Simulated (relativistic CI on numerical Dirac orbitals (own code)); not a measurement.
**Energy levels of Ni XX**

Calculated at this level of theory: Dirac-Coulomb-Breit CI, orbitals from a KLI potential per configuration, QED by a radiative potential, unscaled Slater integrals (own radial code, finite nucleus).

CI space (outside the closed core 1s2): 2s²2p⁵, 2s2p⁶, 2p⁶3s, 2p⁶3p, 2s²2p⁴3s, 2p⁶3d, 2s²2p⁴3p, 2s²2p⁴3d, 2s2p⁵3s, 2s2p⁵3p, 2s2p⁵3d, 2s²2p⁴4s, 2s²2p⁴4p, 2s²2p⁴4d, 2s²2p⁴4f, 2s2p⁵4s, 2s2p⁵4p, 2s²2p³3s², 2s²2p⁴5s, 2s²2p⁴5p, 2s2p⁵4d, 2s²2p⁴5d, 2s2p⁵4f, 2s²2p⁴5f, 2s²2p⁴5g, 2s²2p³3s3p, 2s²2p³3p², 2s²2p³3s3d, 2s²2p³3p3d, 2s2p⁴3s², 2s2p⁴3s3p, 2s²2p³3d², 2s2p⁵5s, 2s2p⁵5p, 2s2p⁵5d, 2s2p⁵5f. Levels of other configurations are missing.

The lowest level is 2s²2p⁵ ²P°3/2, with 100 % of that term; Hund's rules for 2s²2p⁵ give ²P° with J = 3/2, in agreement.

```tsv
No.	Configuration	Term	J	E (eV)	%	Next component (%)	Landé g
1	2s²2p⁵	²P°	3/2	0.00	100		1.330
2	2s²2p⁵	²P°	1/2	17.83	100		0.661
3	2s2p⁶	²S	1/2	151.06	100		1.997
4	2p⁴(3P)3s	⁴P	5/2	931.11	89	11 ²D	1.555
5	2p⁴(3P)3s	²P	3/2	934.91	60	26 ⁴P	1.360
6	2p⁴(3P)3s	⁴P	1/2	943.38	71	23 ²S	2.412
7	2p⁴(3P)3s	⁴P	3/2	947.80	73	26 ²P	1.616
8	2p⁴(3P)3s	²P	1/2	951.02	83	12 ⁴P	0.961
9	2p⁴(1D)3s	²D	5/2	958.95	89	11 ⁴P	1.239
10	2p⁴(1D)3s	²D	3/2	959.62	84	14 ²P	0.880
11	2p⁴(3P)3p	⁴P°	3/2	965.13	55	18 ²P°	1.612
12	2p⁴(3P)3p	⁴P°	5/2	965.95	57	29 ⁴D°	1.466
13	2p⁴(3P)3p	²P°	1/2	970.18	51	32 ⁴P°	1.524
14	2p⁴(3P)3p	²D°	5/2	970.77	60	20 ⁴P°	1.255
15	2p⁴(3P)3p	⁴D°	7/2	970.96	88	12 ²F°	1.391
16	2p⁴(3P)3p	⁴D°	1/2	978.69	61	25 ²P°	0.434
17	2p⁴(3P)3p	²D°	3/2	979.51	30	26 ⁴D°	1.313
18	2p⁴(3P)3p	⁴P°	1/2	980.78	59	20 ²S°	2.096
19	2p⁴(3P)3p	⁴D°	3/2	982.17	54	27 ²P°	1.314
20	2p⁴(1S)3s	²S	1/2	982.69	70	16 ⁴P	1.957
21	2p⁴(1D)3p	²P°	3/2	985.56	51	25 ⁴P°	1.482
22	2p⁴(3P)3p	⁴D°	5/2	986.34	59	24 ²D°	1.366
23	2p⁴(3P)3p	²S°	1/2	988.90	45	30 ²P°	1.248
24	2p⁴(3P)3p	²D°	3/2	989.60	60	29 ⁴S°	1.219
25	2p⁴(1D)3p	²F°	5/2	993.25	77	19 ²D°	0.941
26	2p⁴(1D)3p	²F°	7/2	997.13	88	12 ⁴D°	1.175
27	2p⁴(1D)3p	²D°	3/2	998.83	76	19 ²P°	0.938
28	2p⁴(1D)3p	²D°	5/2	1000.83	86	8 ²F°	1.186
29	2p⁴(1D)3p	²P°	3/2	1006.47	87	8 ²D°	1.308
30	2p⁴(1D)3p	²P°	1/2	1010.41	87	8 ⁴D°	0.679
31	2p⁴(3P)3d	⁴D	5/2	1012.83	70	9 ⁴P	1.329
32	2p⁴(3P)3d	⁴D	7/2	1013.01	72	18 ⁴F	1.365
33	2p⁴(3P)3d	⁴D	3/2	1013.56	58	19 ⁴P	1.232
34	2p⁴(3P)3d	⁴D	1/2	1014.89	40	37 ²P	0.839
35	2p⁴(3P)3d	⁴F	9/2	1016.12	87	13 ²G	1.302
36	2p⁴(3P)3d	²F	7/2	1017.61	59	23 ⁴F	1.128
37	2p⁴(3P)3d	⁴P	1/2	1020.24	59	27 ²P	2.001
38	2p⁴(1S)3p	²P°	3/2	1022.07	73	8 ²D°	1.326
39	2p⁴(3P)3d	⁴P	3/2	1022.52	45	44 ²D	1.273
40	2p⁴(3P)3d	²F	5/2	1024.15	34	26 ²D	1.160
41	2p⁴(1S)3p	²P°	1/2	1024.34	89	6 ⁴D°	0.664
42	2p⁴(3P)3d	⁴F	3/2	1027.77	66	19 ²D	0.610
43	2p⁴(3P)3d	⁴F	5/2	1028.24	53	18 ²D	1.174
44	2p⁴(3P)3d	⁴D	1/2	1028.77	57	35 ²P	0.424
45	2p⁴(3P)3d	⁴F	7/2	1031.27	52	25 ²F	1.253
```

Energies count from the lowest computed level; ° marks odd parity. Percentages are summed over parent terms; the parents shown are those of the largest component, closed shells are left out there.

The mean weight of the leading LS term, summed over parents, in these 45 levels is 68 %, and that of the leading jj configuration (from the same eigenvectors) 80 %, so jj coupling describes them better and the LS labels are nominal.

At this charge energies of transitions that change n are usually good to better than 1 %, and those within a shell (Δn = 0) to a few per cent.

LS names give the leading component of a level, which can be under half, so a name can repeat, a term be missing and a line seem to break the LS rules.
